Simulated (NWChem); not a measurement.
System: C2H5FOSi; SMILES F[SiH2]OC=C

Excerpt of the output:

```
             Northwest Computational Chemistry Package (NWChem) 7.3.0
             --------------------------------------------------------

 C1  symmetry detected

                             Geometry "geometry" -> ""
                             -------------------------

 Output coordinates in angstroms (scale by  1.889725989 to convert to a.u.)

  No.       Tag          Charge          X              Y              Z
 ---- ---------------- ---------- -------------- -------------- --------------
    1 C                    6.0000     0.34244010    -2.68332477     0.13695445
    2 C                    6.0000     0.09999367    -1.47801733    -0.37206331
    3 O                    8.0000    -0.35126240    -0.44207537     0.37944240
    4 Si                  14.0000    -0.49774529     1.14607749    -0.07070241
    5 F                    9.0000     0.92560236     1.90043349     0.08397070
    6 H                    1.0000     0.19784988    -2.88568232     1.20026250
    7 H                    1.0000     0.69150681    -3.48488798    -0.51446431
    8 H                    1.0000     0.24309432    -1.26343288    -1.44046018
    9 H                    1.0000    -0.88122387     1.22712990    -1.50452494
   10 H                    1.0000    -1.45771780     1.76254261     0.86839829

 Effective nuclear repulsion energy (a.u.)     226.1492795105

                                 NWChem DFT Module
                                 -----------------

 Summary of "ao basis" -> "ao basis" (spherical)
 ------------------------------------------------------------------------------
       Tag                 Description            Shells   Functions and Types
 ---------------- ------------------------------  ------  ---------------------
 C                           sto-3g                  3        5   2s1p
 O                           sto-3g                  3        5   2s1p
 Si                          sto-3g                  5        9   3s2p
 F                           sto-3g                  3        5   2s1p
 H                           sto-3g                  1        1   1s

            General Information
            -------------------
          SCF calculation type: DFT
          Wavefunction type:  closed shell.
          No. of atoms     :    10
          No. of electrons :    48
           Alpha electrons :    24
            Beta electrons :    24
          Charge           :     0
          Spin multiplicity:     1
          Use of symmetry is: off; symmetry adaption is: off
          Maximum number of iterations: 150
          AO basis - number of functions:    34
                     number of shells:    22
          Convergence on energy requested:  1.00D-06
          Convergence on density requested:  1.00D-05
          Convergence on gradient requested:  5.00D-04

              XC Information
              --------------
                         B3LYP Method XC Potential
                     Hartree-Fock (Exact) Exchange  0.200
                        Slater Exchange Functional  0.800 local
                    Becke 1988 Exchange Functional  0.720 non-local
              Lee-Yang-Parr Correlation Functional  0.810
                  VWN I RPA Correlation Functional  0.190 local

             Grid Information
             ----------------
          Grid used for XC integration:  medium
          Radial quadrature: Mura-Knowles
          Angular quadrature: Lebedev.
          Tag              B.-S. Rad. Rad. Pts. Rad. Cut. Ang. Pts.
          ---              ---------- --------- --------- ---------
          C                   0.70       49          11.0       434
          O                   0.60       49           9.0       434
          Si                  1.10       88          11.0       590
          F                   0.50       49          11.0       434
          H                   0.35       45          12.0       434
          Grid pruning is: on
          Number of quadrature shells:   509
          Spatial weights used:  Erf1

      Superposition of Atomic Density Guess
      -------------------------------------

 Sum of atomic energies:        -533.91958805

      Non-variational initial energy
      ------------------------------

 Total energy =    -534.402396
 1-e energy   =   -1196.912056
 2-e energy   =     436.360381
 HOMO         =      -0.077363
 LUMO         =       0.287915

     ---------------------------------------------
      Total Density - Mulliken Population Analysis
     ---------------------------------------------

    Atom       Charge   Shell Charges
 -----------   ------   -------------------------------------------------------
    1 C    6     6.36   1.99  1.28  3.08
    2 C    6     5.64   1.99  1.19  2.46
    3 O    8     8.69   2.00  1.80  4.90
    4 Si  14    12.52   2.00  1.99  5.87  1.11  1.55
    5 F    9     9.59   2.00  1.94  5.65
    6 H    1     0.92   0.92
    7 H    1     0.92   0.92
    8 H    1     0.96   0.96
    9 H    1     1.20   1.20
   10 H    1     1.19   1.19

   convergence    iter        energy       DeltaE   RMS-Dens  Diis-err
 ---------------- ----- ----------------- --------- --------- ---------
 d= 0,ls=0.0,diis     1   -536.8222394641 -7.63D+02  5.90D-02  7.02D-01
 d= 0,ls=0.0,diis     2   -536.7897867561  3.25D-02  3.24D-02  1.08D+00
 d= 0,ls=0.0,diis     3   -536.9622584924 -1.72D-01  4.17D-03  4.02D-03
 d= 0,ls=0.0,diis     4   -536.9624617041 -2.03D-04  2.20D-03  3.79D-03
 d= 0,ls=0.0,diis     5   -536.9630540108 -5.92D-04  6.18D-04  3.21D-04
  Resetting Diis
 d= 0,ls=0.0,diis     6   -536.9631086119 -5.46D-05  1.29D-04  1.54D-05
 d= 0,ls=0.0,diis     7   -536.9631109126 -2.30D-06  5.87D-05  8.91D-07
 d= 0,ls=0.0,diis     8   -536.9631108143  9.83D-08  3.48D-05  1.56D-06
 d= 0,ls=0.0,diis     9   -536.9631110533 -2.39D-07  6.79D-06  3.47D-08

         Total DFT energy =     -536.963111053336
      One electron energy =    -1194.128245853500
           Coulomb energy =      483.997712755756
    Exchange-Corr. energy =      -52.981857466092
 Nuclear repulsion energy =      226.149279510500

 Numeric. integr. density =       48.000012621459

                       DFT Final Molecular Orbital Analysis
                       ------------------------------------

 Vector   22  Occ=2.000000D+00  E=-1.967827D-01
              MO Center=  6.4D-01,  1.8D+00,  9.1D-02, r^2= 1.3D+00
   Bfn.  Coefficient  Atom+Function         Bfn.  Coefficient  Atom+Function
  ----- ------------  ---------------      ----- ------------  ---------------
    29      0.793434   5 F  pz               28      0.385431   5 F  py
    27     -0.285521   5 F  px               34     -0.276109  10 H  s
    33      0.194248   9 H  s                15     -0.160040   3 O  pz
    14      0.087745   3 O  py               32     -0.058155   8 H  s
     4      0.038072   1 C  py               12     -0.030945   3 O  s

 Vector   23  Occ=2.000000D+00  E=-1.868359D-01
              MO Center=  1.5D-02,  3.2D-01,  6.9D-02, r^2= 2.8D+00
   Bfn.  Coefficient  Atom+Function         Bfn.  Coefficient  Atom+Function
  ----- ------------  ---------------      ----- ------------  ---------------
    15      0.649004   3 O  pz               28     -0.393083   5 F  py
    29      0.351022   5 F  pz               33      0.322252   9 H  s
    14     -0.268204   3 O  py               32      0.222185   8 H  s
    12      0.198266   3 O  s                27      0.165544   5 F  px
     4     -0.107778   1 C  py                2     -0.094433   1 C  s

 Vector   24  Occ=2.000000D+00  E=-1.340860D-01
              MO Center=  3.5D-02, -1.4D+00,  1.6D-01, r^2= 2.3D+00
   Bfn.  Coefficient  Atom+Function         Bfn.  Coefficient  Atom+Function
  ----- ------------  ---------------      ----- ------------  ---------------
    13     -0.631780   3 O  px                3      0.583891   1 C  px
     8      0.304995   2 C  px                4      0.171268   1 C  py
    15     -0.151059   3 O  pz               28     -0.148968   5 F  py
    14     -0.144613   3 O  py               27     -0.134210   5 F  px
     5      0.109482   1 C  pz                9      0.080218   2 C  py

 Vector   25  Occ=0.000000D+00  E= 1.474969D-01
              MO Center=  1.7D-01, -1.9D+00, -8.9D-02, r^2= 1.7D+00
   Bfn.  Coefficient  Atom+Function         Bfn.  Coefficient  Atom+Function
  ----- ------------  ---------------      ----- ------------  ---------------
     8     -0.766204   2 C  px                3      0.724231   1 C  px
    13      0.299414   3 O  px                9     -0.211906   2 C  py
     4      0.202253   1 C  py               22      0.161949   4 Si px
     5      0.139642   1 C  pz               10     -0.134998   2 C  pz
    27      0.095591   5 F  px               28      0.078955   5 F  py

 Vector   26  Occ=0.000000D+00  E= 2.305204D-01
              MO Center= -3.5D-01,  4.5D-01,  4.6D-02, r^2= 2.8D+00
   Bfn.  Coefficient  Atom+Function         Bfn.  Coefficient  Atom+Function
  ----- ------------  ---------------      ----- ------------  ---------------
    21      1.002530   4 Si s                12     -0.670374   3 O  s
    34     -0.509846  10 H  s                33     -0.412245   9 H  s
    23     -0.355415   4 Si py               15      0.316326   3 O  pz
    10      0.297166   2 C  pz               14     -0.264745   3 O  py
    28      0.249493   5 F  py                7      0.233057   2 C  s

[...]
```

Level: B3LYP/STO-3G. Structure relaxed at the PBE0/def2-SVP level.

Question: Which NWChem input produces such a log?

Answer: Several could match; the one computed here: the input that was run:
```
start job
memory heap 200 mb stack 900 mb global 1100 mb
geometry units angstroms noautoz
  C      0.376458    -2.742485     0.033602
  C     -0.213444    -1.580181    -0.234186
  O     -0.027409    -0.471388     0.525773
  Si    -0.525960     1.074813     0.198624
  F      0.532125     1.802573    -0.786118
  H      1.055421    -2.847687     0.882378
  H      0.181842    -3.606503    -0.602240
  H     -0.897669    -1.463207    -1.086330
  H     -1.831234     1.040662    -0.511704
  H     -0.535565     1.795398     1.488644
end
basis spherical
  C library sto-3g
  O library sto-3g
  Si library sto-3g
  F library sto-3g
  H library sto-3g
end
dft
  xc b3lyp
  iterations 150
  mulliken
end
task dft energy
```
